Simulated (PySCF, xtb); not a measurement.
CH6ClNSi, SMILES C[SiH](N)Cl.

GFN2-xTB (xtb 6.7.1) at its own geometry gives an orbital gap of 6.37 eV and a dipole moment of 3.11 D.

Coordinates come from a B3LYP-D3(BJ)/def2-SVP optimisation. One conformer was computed; it need not be the lowest.

### Question
What does r2SCAN/def2-TZVP run with PySCF give? (The exact figures need the calculation; the answer reports its results.)

### Answer
gap 7.21 eV (levels -6.71 and 0.50 eV), dipole 2.00 D.
